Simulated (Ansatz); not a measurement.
`C[O][Zn][O]C`, relaxed with RKS PBE0-D4/def2-TZVP in the Gaussian-basis code of Ansatz from a GFN2-xTB geometry. The force threshold is 0.005 eV/Å; the program also tests the step.

Total charge 0; spin multiplicity 1.

Start:

```xyz
11

C     0.597   -0.523    2.304
O     0.269   -0.121    1.009
Zn    1.114    0.620   -0.346
O     0.361    1.031   -1.908
C    -0.832    0.351   -2.184
H    -0.330   -0.904    2.748
H     1.341   -1.327    2.312
H     0.960    0.306    2.920
H    -0.649   -0.669   -2.542
H    -1.313    0.921   -2.986
H    -1.517    0.316   -1.328
```

```tsv
step	energy (eV)	largest force (eV/Å)	largest move (Å)
1	-54673.8209	0.838	0.000
2	-54674.0698	1.011	0.192
3	-54674.2293	0.584	0.194
4	-54674.3306	0.518	0.194
5	-54674.4117	0.574	0.196
6	-54674.4999	0.183	0.200
7	-54674.5444	0.077	0.200
8	-54674.5620	0.112	0.200
9	-54674.5630	0.438	0.102
10	-54674.5704	0.011	0.095
11	-54674.5716	0.005	0.055
12 (rejected)	-54674.5620	0.404	0.196
13	-54674.5721	0.118	0.049
14	-54674.5728	0.116	0.098
15	-54674.5737	0.027	0.020
16	-54674.5739	0.113	0.028
17	-54674.5745	0.048	0.033
18 (rejected)	-54674.5740	0.115	0.094
19	-54674.5745	0.038	0.004
20	-54674.5748	0.002	0.021
21	-54674.5750	0.067	0.073
22	-54674.5753	0.021	0.006
23	-54674.5755	0.002	0.016
24	-54674.5757	0.020	0.046
25	-54674.5757	0.051	0.049
26	-54674.5759	0.016	0.005
27	-54674.5760	0.011	0.007
28	-54674.5760	0.003	0.014
```

End:

```xyz
11

C     0.833   -0.591    2.544
O    -0.236    0.015    1.871
Zn   -0.243    0.498    0.176
O    -0.330    1.145   -1.462
C    -0.761    0.444   -2.596
H     0.530   -0.774    3.581
H     1.116   -1.560    2.110
H     1.731    0.039    2.571
H    -0.142   -0.438   -2.813
H    -0.693    1.111   -3.462
H    -1.804    0.110   -2.519
```

Run time 110 s (4 threads of a server CPU on a shared host); peak host memory 0.64 GiB.
